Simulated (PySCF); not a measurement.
# Ionisation of 2,3-dimethyl-2-heptene

Molecule: 2,3-dimethyl-2-heptene, `CCCCC(C)=C(C)C` (C9H18). Optimised structure (Å), atoms numbered from 1:
```
C     3.3533    0.5548    0.3362
C     1.8408    0.7029    0.3819
C     1.2311    1.0891   -0.9588
C    -0.2979    1.1918   -0.9345
C    -0.9801   -0.1299   -0.6966
C    -0.9278   -1.0973   -1.8531
C    -1.5765   -0.4904    0.4596
C    -2.2055   -1.8546    0.5973
C    -1.6685    0.3734    1.6832
H     3.7647    0.2815    1.3198
H     3.8409    1.4915    0.0209
H     3.6557   -0.2276   -0.3786
H     1.5638    1.4616    1.1354
H     1.3824   -0.2396    0.7273
H     1.5395    0.3535   -1.7237
H     1.6514    2.0554   -1.2887
H    -0.5940    1.9358   -0.1805
H    -0.6389    1.5912   -1.9058
H    -0.4961   -0.6314   -2.7506
H    -0.3195   -1.9888   -1.6224
H    -1.9306   -1.4668   -2.1238
H    -1.4936   -2.6635    0.3646
H    -2.5788   -2.0266    1.6169
H    -3.0590   -1.9823   -0.0906
H    -2.7159    0.4643    2.0182
H    -1.2709    1.3851    1.5395
H    -1.1147   -0.0844    2.5215
```

Energies: ωB97X-D3(BJ)/ma-def2-SVP (PySCF, density fitting, integration grid level 2) on PBE0-D3(BJ)/def2-SVP structures. Thermal corrections: GFN2-xTB frequencies, unscaled, ideal gas at 298.15 K and 1 bar, quasi-RRHO entropy. These were taken at the GFN2-xTB minima.

Frontier levels of the parent: HOMO -8.58 eV, LUMO 1.57 eV.

Oxidation to the radical cation:
| Property | Result |
| --- | --- |
| Vertical ionisation energy (electronic) | 8.21 eV |
| Adiabatic ionisation energy (with zero-point energy) | 7.84 eV |
| Adiabatic, electronic part | 7.95 eV |
| Vertical gap at the product's structure | 7.59 eV |
| Inner reorganisation energy (four-point) | 621 meV |
| Relaxation of product / of parent | 260 / 361 meV |
| ⟨S²⟩ of the product | 0.752 |
| Largest spin populations | C7 0.41, C5 0.40 |
| Largest changes of atomic charge | C5 0.22, C7 0.21 |
| Distances that move most (Å) | C5–C7 1.350 → 1.431; C7–C8 1.509 → 1.476; C5–C6 1.509 → 1.478; C4–C5 1.506 → 1.476 |
| Potential in DMSO | 5.68 V absolute (solvation -6 → -212 kJ/mol) |

Solvents are IEF-PCM continua (electrostatics only, gas-phase structures); absolute potentials refer to an electron at rest in vacuum.

Measured values (NIST Chemistry WebBook, evaluated or the median of agreeing entries): adiabatic ionisation energy 8.14 eV (computed 7.84, difference -0.30).

Known limits: ma-def2-SVP is a small basis, whose errors can reach tens of kJ/mol.

Hardware: 1 thread of Intel Xeon Platinum 8259CL @ 2.50GHz, shared with other jobs. Command: `OMP_NUM_THREADS=1 python redox_run.py task.json out`. Structures, frequencies and single points: 15 min.
